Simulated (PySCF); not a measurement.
**Deuteron quadrupole couplings in `C/C=C\S[SiH2]O[SiH3]`**

C3H10OSSi2.
Z-matrix (Å and degrees, GFN2-xTB geometry), rows numbered from 1:
```
C 
C   1  1.4889
C   2  1.3254  1  125.50
S   3  1.7683  2  124.27  1     0.20
Si  4  2.1418  3   99.50  2  -178.50
O   5  1.6045  4  107.96  3   179.82
Si  6  1.6276  5  159.31  4    -4.12
H   1  1.0897  2  110.14  3   120.61
H   1  1.0860  2  110.30  3    -0.02
H   1  1.0895  2  110.18  3  -120.63
H   2  1.0826  1  116.25  3  -179.95
H   3  1.0785  2  121.55  1  -179.88
H   5  1.4567  4  109.31  3   -63.60
H   5  1.4568  4  109.24  3    62.88
H   7  1.4593  6  107.97  5    47.73
H   7  1.4602  6  106.82  5   -73.19
H   7  1.4595  6  102.83  5   167.50
```

Level: PBE0/pcSseg-1 (PySCF, non-relativistic); Q(2H) = 0.00286 b; rigid geometry, the same for H and D, with no vibrational averaging.

Question: Rank these positions by the coupling χzz of a deuteron there, largest first.
A. H10 (methyl hydrogen)
B. H17 (Si–H hydrogen)
C. H12 (vinylic hydrogen)
D. H11 (vinylic hydrogen)

Answer: C (222 kHz), D (218 kHz), A (210 kHz), B (109 kHz).

Q: Tabulate Vzz, the asymmetry η and χzz = 234.96 MHz × Q × Vzz for every hydrogen position.

A: 
| atom | bonded to | bond length (Å) | Vzz (au) | η | χzz (kHz) |
| --- | --- | --- | --- | --- | --- |
| H8 | C1 | 1.090 | 0.3117 | 0.02 | 209 |
| H9 | C1 | 1.086 | 0.3117 | 0.05 | 209 |
| H10 | C1 | 1.090 | 0.3120 | 0.02 | 210 |
| H11 | C2 | 1.083 | 0.3247 | 0.07 | 218 |
| H12 | C3 | 1.079 | 0.3307 | 0.12 | 222 |
| H13 | Si5 | 1.457 | 0.1629 | 0.02 | 109 |
| H14 | Si5 | 1.457 | 0.1628 | 0.02 | 109 |
| H15 | Si7 | 1.459 | 0.1613 | 0.03 | 108 |
| H16 | Si7 | 1.460 | 0.1610 | 0.03 | 108 |
| H17 | Si7 | 1.460 | 0.1621 | 0.02 | 109 |

Q: Average by the element that carries the hydrogen.

A: on C: 214 kHz over 5 positions, mean bond length 1.085 Å; on Si: 109 kHz over 5 positions, mean bond length 1.459 Å.

Q: Give the 2H NMR doublet splittings at H10 for a magnetic field along the z, y and x axes of the gradient: 3χ/2, 3χ(1 + η)/4, 3χ(1 − η)/4.

A: With |χ| = 209.7 kHz and η = 0.021: 315, 161 and 154 kHz, to first order and without motion.

Geometry: GFN2-xTB, one conformer, isolated molecule. GFN2-xTB bond lengths can be off by several hundredths of an ångström, more for odd bonds, and the gradients follow them. With a basis this small, the couplings can be 20 % off.
